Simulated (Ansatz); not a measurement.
Species: Si$_{2}$O$_{2}$ (charge 0, singlet). 
Structure (B3LYP-D3(BJ)/def2-TZVP (Ansatz, a first-principles code) minimum search):
```xyz
4

Si     1.2294     0.0012    -0.0314
Si    -1.2294    -0.0012     0.0314
O     -0.0018     1.1724    -0.0287
O      0.0018    -1.1724     0.0287
```

Basis-set convergence of Hartree-Fock and CCSD correlation energies (hartree) with Ansatz. Valence correlation only, unless marked. No spin-orbit coupling. Non-relativistic.

The Hartree-Fock reference is unstable (checked in the largest basis), which strains HF and MP2. 

| basis | functions | E(HF) | E(corr, CCSD) |
|---|---|---|---|
| aug-cc-pV(D+d)Z | 110 | -727.72384 | -0.56822 |
| aug-cc-pV(T+d)Z | 202 | ___ | ___ |

Task: Fill in the missing entries.

Result: 
- aug-cc-pV(T+d)Z, E(HF): -727.79019
- aug-cc-pV(T+d)Z, E(corr, CCSD): -0.67853
